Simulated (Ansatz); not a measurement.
`[SiH3][GaH][Cl]` + `N=C=O` → `O=C=[N][GaH][Cl]` + SiH₄ at 500 K and 1 bar (cleavage of the Ga–Si bond).

Calculated with Ansatz (gas phase, PBE0-D4/def2-TZVP geometries, no zero-point term in ΔE). CBS: MP2 limit from def2 TZ/QZ plus the TZ coupled-cluster correction, frozen cores. This one scheme is used for every species. For Ga outer-core shells are correlated without core-valence functions, which leaves a few kJ/mol of doubt a bond. Scalar relativity is left out up to krypton. Each species was taken in one conformer, which may not be the lowest.

```csv
species,CCSD(T)/CBS energy (Eh),H − E (kJ/mol),S (J/(mol·K))
`[SiH3][GaH][Cl]`,-2675.24391,124.3,397.3
`N=C=O`,-168.51995,77.7,264.2
`O=C=[N][GaH][Cl]`,-2552.32599,95.1,398.7
SiH₄,-291.46306,102.4,230.9
```

H − E and S are ideal-gas, rigid-rotor, harmonic terms from PBE0-D4/def2-TZVP, for one conformer and one mirror image of each species. 1 Eh = 2625.50 kJ/mol, R = 8.31446 J/(mol·K).

Problem. By hand: ΔE, ΔH, ΔS and ΔG.

Solution. ΔE = (-2552.32599) + (-291.46306) − (-2675.24391) − (-168.51995) = -0.02519 Eh = -66.1 kJ/mol. Δ(H − E) = 95.1 + 102.4 − 124.3 − 77.7 = -4.5, so ΔH = -70.6 kJ/mol. ΔS = 398.7 + 230.9 − 397.3 − 264.2 = -31.9 J/(mol·K). ΔG = -70.6 − 500 × (-31.9)/1000 = -54.6 kJ/mol.

Problem. By hand: the equilibrium constant, and the temperature at which ΔG would vanish if ΔH and ΔS stayed fixed.

Solution. log₁₀ K = −ΔG/(RT ln 10) = 5.7. ΔG = 0 at ΔH/ΔS = 2213 K.

ΔH outweighs TΔS. A doubt of 5 kJ/mol in ΔE shifts log₁₀ K by 0.5 here. Other conformers and mirror images would add mixing entropy, several J/(mol·K) or more a flexible species. Modes under 60 cm⁻¹, often nearly free rotors, make the harmonic entropy too high. These are equilibria of isolated gas molecules and say nothing of rates. Largest T1 diagnostic: 0.018 (customary marks: 0.02 for closed shells, 0.045 for open ones).
